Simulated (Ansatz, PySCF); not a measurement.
Species: CHSe₂, net charge 1, singlet state. It need not be the lowest isomer of its formula. 
Structure (B3LYP-D3(BJ)/def2-TZVP (Ansatz, a quantum-chemistry and plane-wave program) minimum search):
```xyz
4

Se    -1.6938     0.0047     0.0958
C      0.0906     0.0312    -0.0334
Se     1.7319    -0.0428    -0.0639
H     -1.8376     1.1088    -0.8866
```
Charge +1, spin multiplicity 1.

Total electronic energies in hartree. Correlated levels leave the core frozen unless marked. Spin-orbit coupling is left out. The frozen core is the preceding noble-gas configuration, with the filled d and f shells of earlier blocks. No relativistic terms. Basis-set limits of correlation are two-point, X^-3; Hartree-Fock from the larger set.

The Hartree-Fock reference is unstable (checked in the largest basis), which strains HF and MP2. 

| level | program | energy (Eh) |
|---|---|---|
| B3LYP-D4/def2-TZVPD | Ansatz + dftd4 | -4841.56182 |
| TPSSh-D3(BJ)/def2-TZVPD | PySCF + dftd3 | -4841.36113 |
| HSE06-D4/def2-TZVPD | Ansatz + dftd4 | -4840.87535 |
| CAM-B3LYP-D4/def2-TZVPD | Ansatz + dftd4 | -4841.70364 |
| B2GP-PLYP-D3(BJ)/def2-TZVPD | Ansatz + dftd3 | -4840.32831 |
| MP2/CBS(cc-pVTZ,cc-pVQZ) | Ansatz | -4838.4215 |
| SCS-MP2/cc-pVDZ | Ansatz | -4838.09561 |
| SCS-MP2/cc-pVTZ | Ansatz | -4838.34760 |
| CCSD(T)/CBS(cc-pVTZ,cc-pVQZ) | Ansatz | -4838.4618 |

Totals of different functionals don't rank their quality; only differences between species are comparable.
